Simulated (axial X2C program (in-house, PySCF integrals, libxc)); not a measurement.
**TiCl: cheaper levels and CCSD(T), two-component**

Computed with an in-house relativistic program for diatomic molecules. Two-component (2c) means X2C with spin–orbit coupling and atomic mean-field two-electron Coulomb and Gaunt terms. Basis: Ti dyall-cv3z [10s10p6d4f2g], Cl dyall-av3z [9s8p3d2f] (cores contracted in-house); Gaussian nuclei, density fitting, unrestricted open shells. Masses: Ti 47.948 u, Cl 34.969 u.

State: Ω = 3/2 (⟨Sz⟩ = -1.50, ⟨Lz⟩ = 3.00 at HF); fragments Ti + Cl.

```json
{"level": "PBE0", "Re (Å)": "2.253", "ωe (cm⁻¹)": "410.4"}
{"level": "HF", "Re (Å)": "2.362", "ωe (cm⁻¹)": "377.7"}
{"level": "MP2", "Re (Å)": "2.319", "ωe (cm⁻¹)": "384.8"}
{"level": "BHandHLYP", "Re (Å)": "2.290", "ωe (cm⁻¹)": "399.4"}
```

Correlated methods: 11 electrons correlated (number of frozen shells: Ti 3 s, 2 p; Cl 2 s, 1 p), 279 virtual spin orbitals or spinors in MP2, 90 natural virtuals in coupled cluster.

CCSD(T), same Hamiltonian and basis:

Re = 2.309 Å, ωe = 387.4 cm⁻¹, De = 4.05 eV; T1 = 0.023 (Lee–Taylor normalisation).

Q: Give the differences from CCSD(T) in the columns below.

A: 

```tsv
level	ΔRe (Å)	Δωe (cm⁻¹)
PBE0	-0.056	23
HF	0.053	-10
MP2	0.010	-3
BHandHLYP	-0.019	12
```

The state is a single determinant with fixed occupations, the lowest that a limited PBE0 search found. De is counted from the lowest determinant-based energies of the atoms at the same level, without counterpoise correction. De is not given where an atomic determinant may have missed its ground term or J level, or where the truncated virtual space spoils (T). Density functionals use the spin component along the axis (collinear). Coupled cluster ran in a truncated set of natural virtual spinors; the MP2 energy of the rest was added. (T) has no such correction and the atoms are truncated less, which lowers De at CCSD(T) by a hundredth of an eV or more. The 2c atoms are single determinants rather than J levels; their spin–orbit lowering is only partly caught, and De is too large by that part. This holds for CCSD(T). Other states lie close and PBE0, whose exact exchange favours high spin, may order them wrongly; the determinant shown need not be the ground state. The nearest other 2c determinant of the search, Ω = 3/2, lies 0.04 eV up at the distance of the search. The functionals have no current-density term, which raises determinants with orbital currents, atoms included. With several unpaired electrons one determinant need not be a pure state. The outer-core s and p shells of the metal are frozen in the correlated rows, which leaves out core–valence correlation; for alkali and alkaline-earth bonds that tends to lengthen them.
